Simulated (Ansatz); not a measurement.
Reaction (cleavage of the Si–B bond): `B[SiH2]OC` + `[NH2][GeH3]` → `CO[SiH2][NH][GeH3]` + BH₃

Isolated molecules relaxed with PBE0-D4/def2-TZVP in Ansatz; ΔE leaves out vibrations. CCSD(T)/CBS is the MP2 limit (def2-TZVPP, def2-QZVPP) plus CCSD(T) − MP2 in def2-TZVPP, frozen cores. This one scheme is used for every species. DFT in def2-TZVPP. B3LYP here is the variant with VWN-RPA as its local correlation; programs differ in this. For Ge outer-core shells are correlated without core-valence functions, which leaves a few kJ/mol of doubt a bond. Scalar relativity is left out up to krypton. Each species was taken in one conformer, which may not be the lowest.

`B[SiH2]OC`:

Cartesian coordinates in Å:
```
B -0.606 -0.994 -2.107
Si 0.410 -0.365 -0.504
O -0.574 0.431 0.552
C -0.095 0.968 1.761
H -1.775 -0.802 -2.264
H -0.021 -1.594 -2.962
H 1.056 -1.531 0.179
H 1.531 0.531 -0.934
H 0.331 0.190 2.406
H 0.673 1.731 1.585
H -0.931 1.434 2.286
```

`[NH2][GeH3]`:

```xyz
7

N     0.138   -0.813    0.818
Ge   -0.163    0.575   -0.356
H    -0.318   -1.676    0.552
H     1.118   -1.011    0.968
H     0.552    1.807    0.220
H     0.355    0.325   -1.793
H    -1.682    0.793   -0.410
```

`CO[SiH2][NH][GeH3]`:

Cartesian coordinates in Å:
```
C -1.928 0.046 1.739
O -0.635 0.127 1.191
Si -0.332 0.855 -0.255
N 1.269 0.569 -0.754
Ge 1.949 -1.048 -1.318
H -1.893 -0.611 2.610
H -2.647 -0.369 1.022
H -2.291 1.028 2.063
H -0.535 2.325 -0.132
H -1.280 0.280 -1.249
H 1.961 1.249 -0.478
H 2.731 -1.750 -0.192
H 0.740 -1.894 -1.736
H 2.891 -0.806 -2.511
```

BH₃:

```xyz
4

B     0.000    0.000    0.000
H    -0.836   -0.509    0.683
H     1.040    0.336    0.480
H    -0.204    0.172   -1.163
```

```csv
level,ΔE (kJ/mol),difference from CCSD(T)/CBS
r2SCAN-D4,-90.4,8.0
PBE0-D4,-85.6,12.8
B3LYP-D4,-95.9,2.5
ωB97X-V,-93.9,4.5
SCS-MP2/def2-TZVPP,-106.8,-8.4
CCSD/def2-TZVPP,-98.7,-0.3
CCSD(T)/def2-TZVPP,-98.6,-0.2
HF/def2-QZVPP,-107.5,-9.1
MP2/def2-QZVPP,-108.4,-10.0
SCS-MP2/def2-QZVPP,-107.0,-8.6
CCSD(T)/CBS,-98.4,0
```

Largest T1 diagnostic among the species: 0.011.

From PBE to PBE0 (25 % exact exchange), in def2-TZVPP and without D4, ΔE moves by −8.5 kJ/mol. The D4 term adds −7.9 kJ/mol with B3LYP and −4.6 kJ/mol with PBE0; it sums over pairs of atoms, weighted by their polarisabilities, and B3LYP, whose exchange is more repulsive, gets the larger term.
